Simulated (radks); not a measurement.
Zr24+, 16 electrons, occupied as [Ne] 3s2 3p4.

All-electron calculation, Dirac Kohn-Sham, LB94 model potential, spin-unpolarised, spherical densities, finite nucleus; open shells fill j = l - 1/2 first; Fermi nuclear charge, rms radius 4.2694 fm. Program: a radial shooting solver on a logarithmic mesh with Libxc functionals.

Energy parts (eV):
| part | energy |
|---|---|
| kinetic | 91260.789 |
| electron-nucleus | -193583.277 |
| Hartree | 16730.420 |
(The LB94 potential has no energy functional, so no total or exchange-correlation energy is given.)

Orbitals (lengths in bohr, moments of r in powers of bohr; r(max) is where P^2 peaks):
| orbital | occ. | eigenvalue (eV) | <r^4> | <1/r> | <r> | r(max) |
|---|---|---|---|---|---|---|
| 1s1/2 | 2 | -19016.98 | 8.790e-06 | 41.30 | 0.03700 | 0.02413 |
| 2s1/2 | 2 | -3566.255 | 0.001554 | 9.444 | 0.1602 | 0.1365 |
| 2p1/2 | 2 | -3366.952 | 0.001031 | 9.416 | 0.1367 | 0.1064 |
| 2p3/2 | 4 | -3278.538 | 0.001137 | 9.012 | 0.1409 | 0.1100 |
| 3s1/2 | 2 | -1291.950 | 0.05121 | 3.645 | 0.4051 | 0.3791 |
| 3p1/2 | 2 | -1222.604 | 0.04716 | 3.599 | 0.3900 | 0.3612 |
| 3p3/2 | 2 | -1202.795 | 0.05031 | 3.497 | 0.3970 | 0.3682 |

The highest occupied level is 3p3/2 at -1202.8 eV. The electron density at the nucleus is 7.509e+04 e/bohr^3.
